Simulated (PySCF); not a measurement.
A geometry optimisation, step by step.

C7H10O.
Bonds: C1–C2, C2–C3, C2–C4 (double), C4–C5 (double), C5–C6, C5–C7, C7–O8 (double). Hydrogens: H9, H10, H11 on C1; H12, H13, H14 on C3; H15, H16, H17 on C6; H18 on C7.

Method: PBE0-D3(BJ)/def2-SVP geometry optimisation, gas phase (PySCF 2.14.0); density fitting, grid level 2; the optimiser is geomeTRIC in internal coordinates, started from a GFN2-xTB structure. The frame can shift and turn from step to step; on so coarse a grid that alone can change the energy by a few meV, and forces under 0.02 eV/Å are noise.

Step 0: E = -9450.0095 eV, largest atomic force 0.968 eV/Å
```
atom  x, y, z in Å  |  force x, y, z in eV/Å
C1     -1.415    1.542   -1.117    0.311  -0.323   0.240
C2     -1.108    0.352   -0.251   -0.907   0.277  -0.194
C3     -2.299   -0.415    0.256    0.498   0.090  -0.053
C4      0.108    0.004    0.039    0.258   0.020   0.197
C5      1.337   -0.346    0.337    0.583  -0.513  -0.354
C6      2.154   -1.296   -0.492   -0.273   0.275   0.215
C7      1.983    0.202    1.535   -0.019   0.213   0.275
O8      3.106   -0.054    1.890    0.113  -0.132  -0.108
H9     -2.033    2.251   -0.566   -0.265   0.304   0.175
H10    -1.971    1.223   -1.998   -0.243  -0.076  -0.358
H11    -0.504    2.040   -1.435    0.289   0.245  -0.163
H12    -2.940    0.243    0.842   -0.300   0.232   0.227
H13    -2.880   -0.791   -0.585   -0.282  -0.154  -0.306
H14    -1.990   -1.252    0.875    0.027  -0.335   0.245
H15     3.060   -0.796   -0.830    0.383   0.112  -0.134
H16     1.591   -1.649   -1.352   -0.167  -0.147  -0.316
H17     2.455   -2.145    0.120    0.181  -0.333   0.181
H18     1.339    0.895    2.113   -0.188   0.246   0.232
```

Step 1: E = -9450.0602 eV, largest atomic force 0.171 eV/Å
```
atom  x, y, z in Å  |  force x, y, z in eV/Å
C1     -1.686    1.314   -1.231   -0.068   0.053  -0.051
C2     -1.396    0.114   -0.373    0.110  -0.016   0.047
C3     -2.575   -0.657    0.152   -0.099  -0.016  -0.001
C4     -0.166   -0.252   -0.102   -0.025  -0.026  -0.055
C5      1.074   -0.607    0.187   -0.063   0.110   0.114
C6      1.915   -1.550   -0.618    0.053  -0.069  -0.065
C7      1.686   -0.025    1.406    0.063  -0.070  -0.053
O8      2.810   -0.278    1.764   -0.004   0.026   0.032
H9     -2.310    2.037   -0.678    0.019  -0.019  -0.018
H10    -2.257    1.012   -2.126    0.014   0.019   0.027
H11    -0.769    1.821   -1.557   -0.005  -0.013   0.008
H12    -3.228    0.003    0.750    0.018  -0.022  -0.016
H13    -3.183   -1.040   -0.686    0.011   0.012   0.032
H14    -2.270   -1.506    0.778    0.006   0.011  -0.009
H15     2.838   -1.050   -0.951   -0.026  -0.011   0.016
H16     1.370   -1.923   -1.495    0.019   0.002   0.016
H17     2.229   -2.405    0.003   -0.008   0.030  -0.012
H18     1.027    0.674    1.980   -0.012  -0.001  -0.011
```

Step 2: E = -9450.0590 eV, largest atomic force 0.213 eV/Å
```
atom  x, y, z in Å  |  force x, y, z in eV/Å
C1     -1.690    1.314   -1.229    0.013   0.014  -0.017
C2     -1.394    0.112   -0.374   -0.007   0.011   0.012
C3     -2.578   -0.654    0.152   -0.004  -0.024   0.009
C4     -0.163   -0.256   -0.107   -0.006  -0.006  -0.014
C5      1.077   -0.610    0.185    0.104  -0.030   0.025
C6      1.920   -1.555   -0.621    0.005  -0.019  -0.024
C7      1.690   -0.029    1.403   -0.077   0.139   0.142
O8      2.810   -0.263    1.786   -0.027  -0.096  -0.151
H9     -2.309    2.037   -0.673    0.006  -0.005   0.005
H10    -2.266    1.016   -2.121    0.003  -0.003   0.006
H11    -0.774    1.821   -1.560    0.002   0.002  -0.002
H12    -3.225    0.007    0.752    0.009   0.002   0.000
H13    -3.189   -1.033   -0.683    0.006   0.004   0.001
H14    -2.274   -1.505    0.776    0.000  -0.003   0.002
H15     2.843   -1.053   -0.951    0.000   0.004   0.001
H16     1.379   -1.929   -1.499    0.005  -0.002   0.000
H17     2.234   -2.407    0.001   -0.002   0.000   0.004
H18     1.019    0.668    1.965   -0.030   0.014   0.002
```

Step 3: E = -9450.0612 eV, largest atomic force 0.027 eV/Å
```
atom  x, y, z in Å  |  force x, y, z in eV/Å
C1     -1.690    1.315   -1.230    0.014  -0.001  -0.005
C2     -1.395    0.112   -0.374   -0.021   0.014   0.006
C3     -2.578   -0.655    0.153    0.009  -0.012   0.003
C4     -0.164   -0.256   -0.108   -0.003  -0.014  -0.023
C5      1.076   -0.608    0.185    0.009  -0.002   0.005
C6      1.921   -1.554   -0.619   -0.005   0.001  -0.002
C7      1.686   -0.027    1.404   -0.009   0.020   0.016
O8      2.809   -0.273    1.771   -0.001  -0.012  -0.016
H9     -2.309    2.038   -0.674    0.001   0.001   0.008
H10    -2.266    1.017   -2.122   -0.002  -0.005  -0.001
H11    -0.774    1.820   -1.560    0.004   0.002  -0.002
H12    -3.225    0.006    0.753    0.004   0.006   0.005
H13    -3.190   -1.034   -0.682    0.001   0.001  -0.005
H14    -2.274   -1.505    0.776    0.001  -0.004   0.002
H15     2.844   -1.051   -0.948    0.004   0.005   0.001
H16     1.382   -1.929   -1.497   -0.004   0.001  -0.001
H17     2.235   -2.405    0.005    0.000  -0.002   0.006
H18     1.020    0.671    1.971   -0.002   0.001   0.002
```

Step 4: E = -9450.0613 eV, largest atomic force under 0.02 eV/Å
```
atom  x, y, z in Å  |  force x, y, z in eV/Å
C1     -1.688    1.316   -1.231   -0.017  -0.005  -0.001
C2     -1.397    0.112   -0.376    0.015   0.001   0.012
C3     -2.577   -0.657    0.154   -0.010   0.009  -0.010
C4     -0.166   -0.257   -0.111    0.011  -0.012  -0.010
C5      1.074   -0.608    0.184   -0.003   0.009   0.008
C6      1.920   -1.553   -0.619    0.003  -0.003  -0.002
C7      1.683   -0.026    1.402   -0.002  -0.003   0.001
O8      2.805   -0.273    1.768    0.002   0.001   0.000
H9     -2.303    2.041   -0.672    0.001   0.002   0.000
H10    -2.266    1.020   -2.122   -0.002   0.002   0.000
H11    -0.770    1.818   -1.561    0.000  -0.004   0.002
H12    -3.222    0.003    0.758    0.000  -0.001   0.002
H13    -3.192   -1.035   -0.679   -0.002   0.001   0.001
H14    -2.269   -1.508    0.775    0.003   0.002  -0.003
H15     2.843   -1.049   -0.947    0.000  -0.001   0.000
H16     1.382   -1.929   -1.498    0.000   0.000   0.000
H17     2.234   -2.403    0.006    0.001   0.000   0.000
H18     1.017    0.672    1.970    0.001   0.001  -0.001
```

**Question.** Summarise the path.

**Answer.** The energy falls by 0.0517 eV from step 0 to step 4; nine tenths of that is first reached at step 1. It rises by more than 0.2 meV at step 2. The largest force goes from 0.968 to under 0.02 eV/Å. Among the bonds C5–C7 changes most (a near tie, within 0.001 Å, with another), from 1.467 to 1.481 Å; the atoms move by 0.042 Å rms after alignment.

**Question.** Follow the three bonds and two angles with the largest change from start to end.

**Answer.** 
```csv
step,E above end (eV),largest force (eV/Å),C5–C7 (Å),C2=C4 (Å),C3–H13 (Å),C4–C5–C7 (°),C4–C5–C6 (°)
0,0.0517,0.968,1.467,1.298,1.089,119.9,123.5
1,0.0010,0.171,1.483,1.312,1.104,117.5,125.3
2,0.0023,0.213,1.482,1.312,1.103,117.6,125.2
3,0.0001,0.027,1.481,1.312,1.103,117.6,125.3
4,0.0000,under 0.02,1.481,1.312,1.103,117.6,125.3
```

The cost below is that of the whole optimisation. The run took 58 s on one thread of an Arm Neoverse V1, shared host, and the process peaked at 0.85 GiB of memory.
